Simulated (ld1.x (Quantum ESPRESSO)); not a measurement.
**Mo: excitation energies, all-electron against TM**

ld1.x (Quantum ESPRESSO) 7.5 input, shortened:

```
&input
   title='Mo', zed=42., rel=2, dft='PBE', iswitch=3,
   config='[Kr] 4d5 5s0.75 5p0.25', rel_dist='average'
 /
 &inputp
   pseudotype=2, tm=.true., lloc=-1, rcloc=3.10,
   nlcc=.true.
 /
3
5S  1  0   0.75   0.00  3.15  3.15  0.0
5P  2  1   0.25   0.00  3.15  3.15  0.0
4D  3  2   5.00   0.00  1.75  1.75  0.0
 &test
   configts(1)='4d5 5s0.75 5p0.25'
 /
```

Open shells are filled in proportion to 2j + 1 (rel_dist='average').

Energies are relative to the spin-unpolarised reference configuration 4d5 5s0.75 5p0.25; without spin polarisation the order of configurations can differ from experiment.

| valence configuration | charge | ΔE all-electron (eV) | error AE − PS (meV) |
| --- | --- | --- | --- |
| 4d5 5s0 5p0 | +1 | 6.126 | -11 |
| 4d4 5s0 5p0 | +2 | 21.587 | -89 |
| 4d3 5s0 5p0 | +3 | 48.328 | -538 |
| 4d2 5s0 5p0 | +4 | 87.827 | -1580 |
| 4d4 5s1 5p0 | +1 | 7.299 | -53 |
| 4d4 5s1 5p1 | 0 | 2.971 | -88 |

(1) What are ΔE and the potential's error for 4d5 5s1 5p0?

Levels in the configuration 4d4 5s0 5p0:

```tsv
level	all-electron (eV)	pseudo (eV)
4d j=3/2	-20.975	-21.197
4d j=5/2	-20.724	-20.944
```

Results:

(1) ΔE = -0.765 eV all-electron; the error (AE − PS) is -0.2 meV.
